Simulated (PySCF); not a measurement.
In(Cl)(Me)2, C₂H₆ClIn, SMILES [CH3][In]([CH3])[Cl], PBE0/def2-SVP optimised geometry.

```
10

In    -0.31     0.03     0.00
Cl     2.08     0.03     0.00
C     -1.09    -1.97    -0.01
H     -1.75    -2.12    -0.88
H     -1.67    -2.15     0.91
H     -0.26    -2.69    -0.05
C     -1.08     2.03     0.00
H     -2.08     2.08     0.45
H     -1.14     2.39    -1.04
H     -0.39     2.69     0.56
```

Density from PBE0/def2-TZVP, def2 effective core potentials past Kr (PySCF) at that geometry. The core electrons that the potentials of In replace are not part of the density.

Minimum of the electron density along straight lines between bonded atoms, close to the bond critical point (lines longer than 1.1 times the sum of covalent radii, or with two minima, are not listed):

| bond | length / Å | ρ at the minimum / e bohr⁻³ | ∇²ρ there / e bohr⁻⁵ | position (fraction from the first atom) |
|---|---|---|---|---|
| In1–Cl2 | 2.387 | ___ | ___ | 0.48 |
| In1–C3 | 2.149 | 0.101 | 0.14 | 0.52 |
| C3–H4 | 1.100 | 0.267 | -0.88 | 0.64 |
| C3–H5 | 1.100 | 0.267 | -0.88 | 0.64 |
| C3–H6 | 1.098 | 0.270 | -0.90 | 0.65 |
| In1–C7 | 2.149 | 0.101 | 0.14 | 0.52 |
| C7–H8 | 1.099 | 0.269 | -0.89 | 0.64 |
| C7–H9 | 1.101 | 0.267 | -0.87 | 0.64 |
| C7–H10 | 1.099 | 0.269 | -0.89 | 0.64 |

**Question.** Fill in the missing entries.

**Answer.** 
- In1–Cl2, ρ at the minimum / e bohr⁻³: 0.076
- In1–Cl2, ∇²ρ there / e bohr⁻⁵: 0.20
